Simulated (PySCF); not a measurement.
Choosing a basis for TDDFT

C₃H₁₁Ge₂N.
Bonds: C1–C2 (double), C2–C3, C2–Ge4, Ge4–N5, N5–Ge6. Hydrogens: H7, H8 on C1; H9, H10, H11 on C3; H12, H13 on Ge4; H14 on N5; H15, H16, H17 on Ge6.

TDDFT with PBE0 (PySCF), vertical singlets, core orbitals frozen in the response, spherical d and f functions. The structure is a single PBE0-D3(BJ)/def2-SVP conformer in the gas phase; no vibrational or solvent corrections. Relativistic effects, spin–orbit coupling among them, are left out although an element past zinc is present.

```csv
basis,functions,diffuse,S1 (eV),S2 (eV),S3 (eV),S4 (eV),S5 (eV),LUMO (eV),α (au)
6-31G*,142,no,5.70,5.93,6.61,7.30,7.33,0.46,88.7
def2-SVP,175,no,5.79,5.95,6.87,7.16,7.20,0.17,93.7
def2-SVPD,244,yes,5.64,5.71,6.32,6.47,6.70,-0.06,106.8
aug-cc-pVDZ,263,yes,5.35,5.61,5.91,6.18,6.27,-0.30,109.1
def2-TZVP,286,no,5.68,5.74,6.60,6.80,6.97,-0.02,103.7
```

**Question.** Compare the sets with the largest diffuse one.

**Answer.** States are compared by their number. Against the largest diffuse basis here (aug-cc-pVDZ, itself not a converged limit), sets without diffuse functions differ by up to 0.44 eV in S1 and 1.07 eV in S5; the smaller diffuse sets differ by up to 0.28 and 0.44 eV. State by state, the largest deviation of a set without diffuse functions is S1 0.44, S2 0.33, S3 0.97, S4 1.12, S5 1.07 eV. The same number needn't mean the same state in each row. Against aug-cc-pVDZ the polarisability deviates by -19% in 6-31G*, -14% in def2-SVP, -2% in def2-SVPD, -5% in def2-TZVP.
